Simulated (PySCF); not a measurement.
C₂H₅FO₂Si, SMILES F[Si@@H](O)CC=O.

Coordinates come from a B3LYP-D3(BJ)/def2-SVP optimisation. The structure was generated by enumeration; whether it is a known compound was not checked. Other conformers were not sampled.

Two levels are set side by side: PBE/def2-TZVP (PySCF) and M06-2X/def2-TZVP (PySCF). Same geometry, gas phase. Differences are taken from unrounded values.

| quantity | M06-2X |
|---|---|
| orbital gap (eV) | 9.23 |
| highest occupied level (eV) | -9.63 |
| lowest empty level (eV) | -0.40 |
| dipole moment (D) | 3.53 |
| mean polarisability (bohr³) | 50.9 |

Q: What does PBE give, and how far is it from M06-2X? (The exact figures need the calculation; the answer reports its results.)

A: 
```tsv
quantity	PBE	PBE minus M06-2X
orbital gap (eV)	3.91	-5.32
highest occupied level (eV)	-6.51	3.12
lowest empty level (eV)	-2.60	-2.20
dipole moment (D)	3.22	-0.32
mean polarisability (bohr³)	54.7	3.8
```

PBE's occupied levels lie high since its potential decays too fast outside the molecule; exact exchange lowers them and widens the gap. Loosely held outer electrons make PBE densities more polarisable. Differences between two approximate levels are no errors against the true value.

Rough cost on one machine, each run with all the roots and properties that it gave: M06-2X against PBE about 3 times.
